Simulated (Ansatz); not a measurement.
Cu2(OH)4 (Cu₂O₄H₄), relaxed as a triplet with UKS PBE-D4/def2-SVP in Ansatz, starting from the GFN2-xTB geometry. Force threshold 0.02 eV/Å.

Start:

Cartesian coordinates in Å:
```
Cu -0.355 0.026 1.379
O -0.763 0.170 3.026
O 1.092 -0.520 0.298
Cu 0.374 -0.013 -1.374
O 0.851 0.083 -3.004
O -1.129 0.393 -0.305
H -1.197 -0.588 3.415
H 1.945 -0.135 0.518
H 0.674 -0.690 -3.538
H -1.493 1.275 -0.414
```

```
step  energy (eV)  largest force component (eV/Å)  SCF passes
   1  -97494.8400                           1.726          23
   2  -97495.0720                           1.103          24
   3  -97495.1901                           0.197          27
   4  -97495.2036                           0.121          26
   5  -97495.2126                           0.184          24
   6  -97495.2169                           0.093          25
   7  -97495.2189                           0.028          25
   8  -97495.2190                           0.027          25
   9  -97495.2191                           0.006          20
```

Force components are those of the run's own axes.

End:

```tsv
atom	x (Å)	y (Å)	z (Å)
Cu1	-0.373	-0.009	1.370
O2	-0.620	0.544	3.064
O3	0.984	-0.881	0.275
Cu4	0.358	-0.047	-1.373
O5	0.999	0.457	-2.977
O6	-1.297	0.052	-0.347
H7	-1.055	-0.144	3.607
H8	1.893	-0.613	0.512
H9	0.891	-0.249	-3.645
H10	-1.780	0.890	-0.486
```

By distances, no bond broke or formed. The bond that changes most is Cu4–O5, from 1.70 to 1.80 Å (atoms count from 1).

No frequencies were taken in this run, so the end may be a saddle point.

It took 21 s on 4 threads of Arm Neoverse V1 on a shared host.
